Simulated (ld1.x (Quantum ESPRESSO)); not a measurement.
**Varying the PAW potential for Hf (Z = 72)**

Base potential:

```
Element                 : Hf (Z = 72)
Generator               : ld1.x (Quantum ESPRESSO) 7.5
Type                    : PAW
Functional              : LDA (PZ)
Relativity              : scalar-relativistic
Frozen core             : [Xe]
Valence charge          : 18
Reference configuration : 4f14 5d2 6s2 6p0
Partial waves           : 6s (bound): rcut 2.95, rcutus 3.30 bohr; 6s channel at 1.3 Ry: rcut 2.95, rcutus 3.30 bohr; 6p (bound, empty): rcut 4.25, rcutus 4.75 bohr; 6p channel at 1.6 Ry: rcut 4.25, rcutus 4.75 bohr; 5d (bound): rcut 1.65, rcutus 1.90 bohr; 5d channel at 0.4 Ry: rcut 1.65, rcutus 1.90 bohr; 4f (bound): rcut 0.95, rcutus 1.20 bohr; 4f channel at 0.2 Ry: rcut 0.95, rcutus 1.20 bohr
Local potential         : all-electron potential smoothed inside 1.40 bohr (lloc = -1)
Core correction         : Bessel-smoothed model core inside 1.10 bohr
Augmentation charge     : BESSEL, radius 0.80 bohr
```

Cutoffs, loose and tight: the cutoffs (Ry, on a coarse ladder) from which the occupation-weighted sum of valence levels, in a spherical-Bessel basis at the reference potential, stays within 10 and 1 mRy of its value at 400 Ry. They do not see the model core or the augmentation charge, which bear on the density cutoff. Test errors are all-electron minus pseudo excitation energies from the reference, over the configurations 4f14 5d2 6s1 6p0; 4f14 5d2 6s0 6p0; 4f14 5d1 6s0 6p0; 4f14 5d3 6s0 6p0; 4f14 5d2.5 6s1.5 6p0; 4f14 5d0 6s0 6p0; 4f13 5d3 6s1 6p0 (two spin-polarised tests are not counted in the largest error). A dash means not determined; rows that change the core or the reference have their own tests. The largest error is taken over the tests solved by every variant that gives reliable tests at all: 4f13 5d3 6s1 6p0; 4f14 5d1 6s0 6p0; 4f14 5d2 6s0 6p0; 4f14 5d2 6s1 6p0; 4f14 5d2.5 6s1.5 6p0; 4f14 5d3 6s0 6p0.

A true bound ghost makes a file unfit for plane-wave use even where its test errors are small: the radial tests pick states by their node count and pass the ghost by. Where a test does run into it, the solver fails or the error is huge.

Cutoffs are not given where the Bessel-basis levels miss the radial ones by over 6 mRy, ghosts where they miss by over 20 mRy; a channel whose overlap is not positive is not tested.

A file whose overlap is not positive is unfit for use, and its test errors describe a broken file.

```tsv
change	outcome	bound ghosts	largest test error (meV)
base	generated, overlap not positive	p (s not tested, overlap not positive)	-851
wave 6s channel at 1.3 Ry: rcut 2.95, rcutus 3.30 bohr becomes 6s channel at -0.27 Ry: rcut 2.95, rcutus 3.30 bohr	generated, overlap not positive	p (s not tested, overlap not positive)	-823
wave 6s channel at 1.3 Ry: rcut 2.95, rcutus 3.30 bohr becomes 6s channel at -0.09 Ry: rcut 2.95, rcutus 3.30 bohr	generated, overlap not positive	p (s not tested, overlap not positive)	-825
wave 6s channel at 1.3 Ry: rcut 2.95, rcutus 3.30 bohr becomes 6s channel at 0.13 Ry: rcut 2.95, rcutus 3.30 bohr	generated, overlap not positive	p (s not tested, overlap not positive)	-828
wave 6s channel at 1.3 Ry: rcut 2.95, rcutus 3.30 bohr becomes 6s channel at 0.36 Ry: rcut 2.95, rcutus 3.30 bohr	generated, overlap not positive	p (s not tested, overlap not positive)	-833
wave 6s channel at 1.3 Ry: rcut 2.95, rcutus 3.30 bohr becomes 6s channel at 1.31 Ry: rcut 2.95, rcutus 3.30 bohr	generated, overlap not positive	p (s not tested, overlap not positive)	-851
wave 6s channel at 1.3 Ry: rcut 2.95, rcutus 3.30 bohr becomes 6s channel at 3.22 Ry: rcut 2.95, rcutus 3.30 bohr	generated, overlap not positive	p (s not tested, overlap not positive)	-782
wave 6s channel at 1.3 Ry: rcut 2.95, rcutus 3.30 bohr becomes 6s channel at 5.46 Ry: rcut 2.95, rcutus 3.30 bohr	generated, overlap not positive	p (s not tested, overlap not positive)	-802
```
